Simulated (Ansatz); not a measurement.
`[F][Cd][Cl]` + CH₃OH → `C[O][Cd][F]` + HCl at 400 K and 1 bar (ligand exchange at a Cd–Cl bond).

Gas-phase electronic energies from Ansatz, PBE0-D4/def2-TZVP geometries. CBS: MP2 limit from def2 TZ/QZ plus the TZ coupled-cluster correction, frozen cores. This one scheme is used for every species. Elements past krypton have def2 core potentials. For Cd outer-core shells are correlated without core-valence functions, which leaves a few kJ/mol of doubt a bond. One conformer a species, not always the lowest.

| species | CCSD(T)/CBS energy (Eh) | H − E (kJ/mol) | S (J/(mol·K)) |
| --- | --- | --- | --- |
| `[F][Cd][Cl]` | -727.34376 | 26.7 | 297.5 |
| CH₃OH | -115.61712 | 151.2 | 252.6 |
| `C[O][Cd][F]` | -382.53226 | 138.3 | 353.9 |
| HCl | -460.38127 | 29.6 | 195.4 |

H − E and S are ideal-gas, rigid-rotor, harmonic terms from PBE0-D4/def2-TZVP, for one conformer and one mirror image of each species. 1 Eh = 2625.50 kJ/mol, R = 8.31446 J/(mol·K).

By hand: ΔE, ΔH, ΔS and ΔG.

ΔE = (-382.53226) + (-460.38127) − (-727.34376) − (-115.61712) = 0.04735 Eh = 124.3 kJ/mol. Δ(H − E) = 138.3 + 29.6 − 26.7 − 151.2 = -10.0, so ΔH = 114.3 kJ/mol. ΔS = 353.9 + 195.4 − 297.5 − 252.6 = -0.8 J/(mol·K). ΔG = 114.3 − 400 × (-0.8)/1000 = 114.6 kJ/mol.

By hand: the equilibrium constant, and the temperature at which ΔG would vanish if ΔH and ΔS stayed fixed.

log₁₀ K = −ΔG/(RT ln 10) = -15.0. ΔH and −TΔS have one sign here, so there is no such temperature.

The number of gas molecules stays the same, so ΔS is small and ΔH decides. A doubt of 5 kJ/mol in ΔE shifts log₁₀ K by 0.7 here. Other conformers and mirror images would add mixing entropy, several J/(mol·K) or more a flexible species. These are equilibria of isolated gas molecules and say nothing of rates. Largest T1 diagnostic: 0.018 (customary marks: 0.02 for closed shells, 0.045 for open ones).

ΔS is within the doubt of such terms, so its sign, and with it that verdict, could turn.
